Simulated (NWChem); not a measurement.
Correlation energy of CH2Cl

```
C
H 1 1.0979
H 1 1.0979 2 123.70
Cl 1 1.7056 2 118.15 3 180.00
```
Charge 0, spin multiplicity 2.

Everything below was run with NWChem. All single points use one geometry, from UPBE/def2-SVP, a minimum by its harmonic frequencies.

Basis set: cc-pVTZ. Each correlation energy counts from its own Hartree-Fock reference.

The correlated methods keep 6 core orbitals frozen. The structure started from a generated list of species. The unpaired electrons of the parent sit in orbitals of symmetry b2 (C2v labels of the run); other states weren't searched. No SCF solution was tested for a lower state. Open-shell Hartree-Fock references start from PBE0 orbitals. Coupled-cluster values serve here as a point of comparison, not as the truth.

Question: One of these methods gave a correlation energy of -336.6 mHa. Which?
A) CCSD on ROHF
B) SCS-UMP2
C) CCSD[T] on ROHF
D) URI-MP2

Answer: D, URI-MP2. The others give -334.8 (SCS-UMP2), -373.6 (CCSD on ROHF), -388.9 (CCSD[T] on ROHF).
